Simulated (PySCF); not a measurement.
Excitation energy of Kr by level of theory

Kr [Kr] (1S) → Kr [Ar] 3d10 4s2 4p5 4d1 (high-spin determinant), as a difference of total energies. Calculation: PySCF 2.14, in aug-cc-pVQZ-PP with one added diffuse shell each of s, p, d, f, g type with ECP10MDF (8s7p6d4f3g, 114 functions); a scalar-relativistic core potential. Correlated levels: valence: 3s2 3p6 3d10 frozen. The calculations carry no spin-orbit coupling.

```tsv
method	excitation energy (cm⁻¹)
UHF	93218
LDA	97282
PBE	94573
PBE0	96111
r2SCAN	97634
BP86	94911
BHandHLYP	97281
MN15	95336
MP2 (valence)	100080
SCS-MP2 (valence)	100100
```

The promoted electron is Rydberg-like, and one or two diffuse shells describe it only roughly, which tends to raise the upper state.

The determinant of the upper state mixes LS terms, which raises its energy above the lowest term, most at the Hartree-Fock and MP2 levels.
